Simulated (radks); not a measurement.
Question: Neutral thallium, configuration [Xe] 4f14 5d10 6s0.5 6p2.5 (fractional occupations, a model configuration). All-electron calculation, Dirac Kohn-Sham, PBE, spin-unpolarised, spherical densities, point nucleus; open shells are shared between the two j in proportion to 2j + 1. Program: a radial shooting solver on a logarithmic mesh with Libxc functionals.

Spin-orbit splittings of the eigenvalues, e(l+1/2) - e(l-1/2), with zeta = 2 splitting/(2l+1) and mean radii in bohr:

shell  occ.  splitting (eV)  zeta (eV)  <r> j=l-1/2  <r> j=l+1/2
2p        6            2066       1377      0.05589      0.06469
3p        6           459.3      306.2       0.1674       0.1835
3d       10           98.06      39.23       0.1595       0.1644
4p        6           111.7      74.45       0.3931       0.4274
4d       10               ?          ?       0.4334       0.4445
4f       14           4.599      1.314       0.4645       0.4710
5p        6           20.22      13.48       0.9417        1.036
5d       10           2.230     0.8922        1.346        1.399
6p      2.5           1.270     0.8467        3.168        3.662

Estimate the 4d splitting.

Answer: 20.83 eV (zeta = 8.331 eV).
